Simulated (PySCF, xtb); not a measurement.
C₅H₁₂S₂, SMILES CSCCCSC. Other conformers were not sampled.

Harmonic wavenumbers (cm⁻¹) from xtb 6.7.1 with GFN2-xTB at its own minimum, in rising order: 34, 36, 81, 97, 98, 157, 158, 177, 208, 320, 369, 718, 733, 733, 773, 798, 826, 941, 945, 947, 949, 999, 1066, 1069, 1091, 1201, 1228, 1253, 1258, 1316, 1319, 1332, 1449, 1449, 1452, 1452, 1455, 1458, 1490, 2949, 2950, 2960, 2964, 2991, 3001, 3018, 3019, 3020, 3020, 3066, 3066.

**Question.** What does PBE-D3(BJ)/def2-SVP in PySCF give at its own minimum? (An estimate is asked for; the answer gives what the named calculation found.)

**Answer.** 41, 48, 81, 108, 111, 174, 176, 180, 215, 314, 392, 696, 714, 728, 742, 797, 806, 923, 926, 930, 938, 980, 1047, 1050, 1056, 1165, 1214, 1228, 1260, 1280, 1285, 1323, 1387, 1387, 1405, 1405, 1409, 1414, 1429, 2948, 2951, 2959, 2959, 2977, 3000, 3003, 3035, 3052, 3052, 3087, 3087. Paired by order, the mean absolute difference is 21 cm⁻¹ and the zero-point energies are 99.3 and 98.5 kcal/mol.
